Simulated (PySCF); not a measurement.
Predicted microwave data (PySCF, PBE0-D3(BJ)/def2-SVP geometry optimisation, gas phase) for one isomer of C7H8O:

* Rotational constants: A = 5508, B = 1460, C = 1163 MHz
* Dipole components: |μa| = 0.14 D, |μb| = 1.33 D, |μc| = 0.05 D
* Inertial defect: -3.18 u·Å²
* κ: -0.86

Question: Which structure is it? (One computed conformer of each.)
A. `C#CC1=C(C)COC1`
B. `[CH3:1][c:2]1[cH:3][cH:4][c:5]([OH:6])[cH:7][cH:8]1` with C4–C5–O6–H 0°
C. `[CH2:1]=[C:2]([CH3:3])[c:4]1[cH:5][cH:6][o:7][cH:8]1` with C1–C2–C4–C5 0°
D. `[cH:1]1[cH:2][c:3]([CH:4]2[CH2:5][CH2:6]2)[cH:7][o:8]1` with C2–C3–C4–C5 36°

Answer: B. It is Cc1ccc(O)cc1, an asymmetric top. The candidates at the same level (rigid rotor, commonest isotopes):

```
        SMILES  A (MHz)  B (MHz)  C (MHz)  μa (D)  μb (D)  μc (D)  Δ (u·Å²)  point group                        rotor
 C=C(C)c1ccoc1     4738     1551     1177    0.23    0.00    0.00     -3.17           Cs               asymmetric top
  Cc1ccc(O)cc1     5508     1460     1163    0.14    1.33    0.05     -3.18            –               asymmetric top
C#CC1=C(C)COC1     3262     1797     1185    0.76    1.55    0.06     -9.57            –               asymmetric top
c1cc(C2CC2)co1     6017     1367     1221    0.85    0.20    0.00    -39.79           Cs  near-prolate asymmetric top
```

`C=C(C)c1ccoc1` has A 14 % too low; `C#CC1=C(C)COC1` has A 41 % too low; `c1cc(C2CC2)co1` has A 9 % too high. No structure here is proved a minimum.
